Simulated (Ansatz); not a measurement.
System: sum formula ZnO$_{2}$H$_{2}$, net charge 1, doublet state. The spin state was set by rule; other spins were not relaxed. 
Geometry from a B3LYP-D3(BJ)/def2-TZVP (Ansatz, a program for electronic structure) optimisation:
```xyz
5

Zn    -0.0009     0.0183     0.0023
O      1.3567     0.0958    -1.1564
H      1.7616     0.9376    -1.4351
O     -1.3449    -0.3284     1.1272
H     -1.8285     0.3738     1.5996
```
Charge +1, spin multiplicity 2.

Total electronic energies in hartree. Correlated levels leave the core frozen unless marked. UHF or UKS for open shells. Spin-orbit coupling is left out. Frozen are the shells of the preceding noble gas and the d and f shells that filled before the atom's block. Non-relativistic. CBS(X,Y): correlation extrapolated as X^-3; Hartree-Fock from the larger set. The bracket is a focal-point correction in the basis named. The program attaches cautions to a run behind SCS-MP2/STO-3G: other roots. The program attaches cautions to a run behind CCSD/STO-3G: other roots. The program attaches cautions to a run behind CCSD/6-31G: other roots. The program attaches cautions to a run behind CCSD/6-31G*: other roots. The program attaches cautions to a run behind CCSD(T)/6-31G*: other roots.

| level | program | energy (Eh) |
|---|---|---|
| RI-HF/def2-TZVPPD | Ansatz | -1928.44995 |
| PBE-D3(BJ)/def2-TZVPD | Ansatz + dftd3 | -1930.36226 |
| r2SCAN/def2-TZVPD | Ansatz | (withheld) |
| B3LYP-D4/def2-TZVPD | Ansatz + dftd4 | -1930.82290 |
| PBE0-D3(BJ)/def2-TZVP | Ansatz + dftd3 | -1930.35537 |
| PBE0-D4/def2-TZVP | Ansatz + dftd4 | -1930.35502 |
| PBE0/def2-TZVPD | Ansatz | -1930.35628 |
| BHLYP-D4/def2-TZVPD | Ansatz + dftd4 | -1930.63838 |
| CAM-B3LYP-D3(BJ)/def2-TZVPD | Ansatz + dftd3 | -1930.82308 |
| wB97M-V/def2-TZVPD | Ansatz | -1930.60830 |
| B2GP-PLYP-D3(BJ)/def2-TZVPD | Ansatz + dftd3 | -1930.20227 |
| B2PLYP-D4/def2-TZVPD | Ansatz + dftd4 | -1930.35510 |
| MP2/def2-SVPD | Ansatz | -1928.69057 |
| RI-MP2/def2-TZVPPD | Ansatz | -1929.38187 |
| RI-MP2/CBS(def2-TZVPPD,def2-QZVPPD) | Ansatz | -1929.5500 |
| SCS-MP2/STO-3G | Ansatz | -1906.24497 |
| CCSD/STO-3G | Ansatz | -1906.28204 |
| CCSD/6-31G | Ansatz | -1928.44692 |
| CCSD/6-31G* | Ansatz | -1928.64555 |
| CCSD/def2-TZVPP | Ansatz | -1929.34566 |
| CCSD(T)/6-31G* | Ansatz | -1928.66356 |
| CCSD(T)/def2-SVPD | Ansatz | -1928.70664 |
| RI-MP2/CBS(def2-TZVPP,def2-QZVPP)+[CCSD(T)-MP2]/def2-TZVPP | Ansatz | -1929.5496 |

Task: What belongs in the gaps?

Result: 
- r2SCAN/def2-TZVPD, energy (Eh): -1930.69198
